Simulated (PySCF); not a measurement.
One molecule, one basis, several functionals.

FGaH₂.
Cartesian coordinates in Å at the PBE0-D3(BJ)/def2-SVP level; atoms count from 1:
```xyz
4
FGaH2 angstrom
F     -1.1138   -1.1652    0.0021
Ga     0.1030    0.1036    0.0031
H      1.5696   -0.4262    0.0068
H     -0.4900    1.5460   -0.0041
```

PySCF, def2-SVPD basis, density fitting, gas phase, PBE0-D3(BJ)/def2-SVP geometry; singlet excitations by full TDDFT with frozen cores, triplets by Tamm–Dancoff TDDFT and ionisation energies by ΔSCF, from the lowest of the holes tried. One functional is left out:

```csv
functional,exact exchange (%),HOMO energy (eV),LUMO energy (eV),lowest singlet excitation (eV),lowest triplet excitation (eV),dipole moment (D),mean polarisability (au),vertical ionisation energy (eV)
LDA,0,-7.69,-2.76,5.09,4.75,2.303,31.3,11.33
PBE,0,-7.62,-2.51,5.24,4.86,2.227,30.8,11.22
PBE0,25,-9.02,-1.69,5.74,5.26,2.377,29.1,11.59
BHandHLYP,50,-10.33,-0.99,6.08,5.56,2.512,27.8,11.83
```

Task: Predict the row of B3LYP (20 % exact exchange) by straight lines through the other rows, and check it.

Result: 
| property | line | computed | computed − line | PBE0 (25 %), for comparison |
| --- | --- | --- | --- | --- |
| HOMO energy (eV) | -8.73 | -8.83 | -0.10 | -9.02 |
| LUMO energy (eV) | -1.95 | -2.01 | -0.06 | -1.69 |
| lowest singlet excitation (eV) | 5.56 | 5.60 | +0.04 | 5.74 |
| lowest triplet excitation (eV) | 5.13 | 5.18 | +0.05 | 5.26 |
| dipole moment (D) | 2.361 | 2.376 | +0.015 | 2.377 |
| mean polarisability (au) | 29.7 | 29.5 | -0.2 | 29.1 |
| vertical ionisation energy (eV) | 11.51 | 11.60 | +0.09 | 11.59 |

Task: Which of these properties follows the share of exact exchange most closely, and which least?

Result: Most closely the HOMO energy, least the dipole moment; the correlations over the tabulated rows are HOMO energy -1.000, LUMO energy 0.989, lowest triplet excitation 0.987, mean polarisability -0.987, vertical ionisation energy 0.984, lowest singlet excitation 0.983, dipole moment 0.966. The HOMO energy moves by -0.536 eV for every 10 %. Functionals with the same share still differ in their other parts: at 0 % LDA and PBE differ by 0.07 eV in it.
